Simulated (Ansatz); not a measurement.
Calculated with Ansatz (gas phase, PBE0-D4/def2-TZVP geometries, no zero-point term in ΔE). CBS: MP2 limit from def2 TZ/QZ plus the TZ coupled-cluster correction, frozen cores. This one scheme is used for every species. Functionals use def2-TZVPP. Each species was taken in one conformer, which may not be the lowest.

Reaction (ligand exchange at the Si–Cl bond): `CN[Si](F)(F)Cl` + H–F → `CN[Si](F)(F)F` + HCl

```csv
level,ΔE (kJ/mol)
PBE-D4,-43.2
ωB97X-V,-53.0
B2PLYP,-58.4
CCSD/def2-SVP,-55.7
```

(1) What does CCSD(T)/CBS give? (An estimate is asked.)

Largest T1 diagnostic among the species: 0.011.

Answers

(1) Computed: -51.9 kJ/mol. The listed levels differ from it by 8.7, -1.1, -6.5, -3.8 kJ/mol.

Leaving LDA and LC-ωPBE aside and taking each functional with its dispersion term where it has one, the values, not all of them listed here, spread over 19.9 kJ/mol, from CAM-B3LYP-D4 to revPBE-D4. The D4 term adds +7.4 kJ/mol with B3LYP and +4.0 kJ/mol with PBE0; it sums over pairs of atoms, weighted by their polarisabilities, and B3LYP, whose exchange is more repulsive, gets the larger term.

CCSD(T)/CBS has its own doubt, a few kJ/mol and more with outer-core shells, so smaller differences from it don't rank the levels.

B3LYP here is the variant with VWN-RPA as its local correlation; programs differ in this.
